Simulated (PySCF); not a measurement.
# EPR parameters of [C6H10Si2]+

C6H10Si2 (charge +1 and doublet state).
Cartesian coordinates in Å at the GFN2-xTB level; atoms count from 1:
```xyz
18
C6H10Si2 angstrom
Si     3.301    0.347   -0.332
C      1.356    0.147   -0.153
C      0.535    0.433   -1.215
C     -0.848    0.282   -1.073
C     -1.360   -0.139    0.127
Si    -3.299   -0.352    0.348
C     -0.538   -0.425    1.190
C      0.842   -0.275    1.049
H      3.532    0.468   -1.767
H      3.825   -0.878    0.265
H      3.566    1.565    0.433
H      0.915    0.770   -2.167
H     -1.473    0.509   -1.922
H     -3.568    0.286    1.634
H     -3.463   -1.805    0.337
H     -3.881    0.334   -0.801
H     -0.922   -0.761    2.140
H      1.471   -0.501    1.896
```

As a line formula: `[SiH3]C1=CC=C([SiH3])[CH+][CH]1` [radical] (charge +1).

Method: UKS B3LYP, pcH-1 on C H Si, non-relativistic, mean-field spin-orbit, GIAO (PySCF 2.14.0). Isolated species at its GFN2-xTB geometry, gas phase. The geometry wasn't refined by DFT: couplings that depend on bond lengths, twists or pyramidal angles can differ widely from those at the functional's own minimum, by a factor of two or more for some ions and for spin on atoms past the first row. The SCF solution wasn't tested for stability. No frequencies were computed at this geometry's level, so the symmetric structure isn't shown to be a minimum.

- g1, g2, g3: 2.00173, 2.00277, 2.00642
- g_iso: 2.00364
- Form of g: rhombic: the two nearest values differ by 22 % of g3 − g1
- ⟨S²⟩: 0.7581 (exact 0.7500)
- Basis functions: 320

Hyperfine couplings atom by atom, in G; T1 to T3 are the principal values of the dipolar part (MHz turned into gauss with g_iso; 10 G = 1 mT):

```
atom  isotope  a_iso  of which spin–orbit     T1     T2    T3  Mulliken spin population
 Si1     29Si    8.2                  0.0   -1.4    0.3   1.1                     -0.02
  C2      13C    9.0                  0.0  -11.6  -11.0  22.6                      0.41
  C3      13C   -2.6                  0.0   -2.1   -1.4   3.5                      0.03
  C4      13C   -2.6                  0.0   -2.0   -1.4   3.4                      0.03
  C5      13C    9.0                  0.0  -11.6  -11.0  22.6                      0.41
 Si6     29Si    8.2                  0.0   -1.4    0.3   1.1                     -0.02
  C7      13C   -2.5                  0.0   -2.0   -1.3   3.3                      0.03
  C8      13C   -2.6                  0.0   -1.9   -1.3   3.2                      0.03
  H9       1H    0.7                  0.0   -0.6   -0.4   1.0                      0.00
 H10       1H   13.4                  0.0   -0.7   -0.3   1.0                      0.02
 H11       1H   31.3                  0.0   -0.8    0.0   0.9                      0.04
 H12       1H   -1.6                  0.0   -1.5   -1.1   2.7                      0.00
 H13       1H   -1.6                  0.0   -1.5   -1.1   2.6                      0.00
 H14       1H   13.4                  0.0   -0.7   -0.3   1.0                      0.02
 H15       1H   31.3                  0.0   -0.8    0.0   0.9                      0.04
 H16       1H    0.7                  0.0   -0.6   -0.4   1.0                      0.00
 H17       1H   -1.5                  0.0   -1.5   -1.1   2.6                      0.00
 H18       1H   -1.5                  0.0   -1.4   -1.1   2.6                      0.00
```

The Mulliken spin populations are largest on C2 (+0.41) and C5 (+0.41).

The SMILES `[SiH3]C1=CC=C([SiH3])[CH+][CH]1` draws the unpaired electron on C8, whose computed spin population is only +0.03.

Under fast tumbling the dipolar parts average out, and these isotropic splittings remain: 6 × 1H (H9 (×6), I = 1/2, 7 lines) with 1.51 mT and 4 × 1H (H12/H13/H17/H18, I = 1/2, 5 lines) with 0.15 mT.

Means are taken over nuclei equivalent by connectivity, which assumes that they swap fast. The six 1H nuclei of mean +42.4 MHz run from 2.0 to 87.8 MHz in the frozen geometry.

The 13C coupling of C2/C5 (mean 25.3 MHz) shows only in satellite lines or after enrichment, since that isotope makes up about 1.07 % of natural carbon.

The 29Si coupling of Si1/Si6 (mean 23.0 MHz) shows only in satellite lines or after enrichment, since that isotope makes up about 4.7 % of natural silicon.

β density exceeds α density at some nuclei, such as Si1/Si6 (-0.0260) and C3/C4/C7/C8 (-0.0064), spin density in bohr⁻³. In a single determinant that takes different orbitals for the two spins, that is spin polarisation.
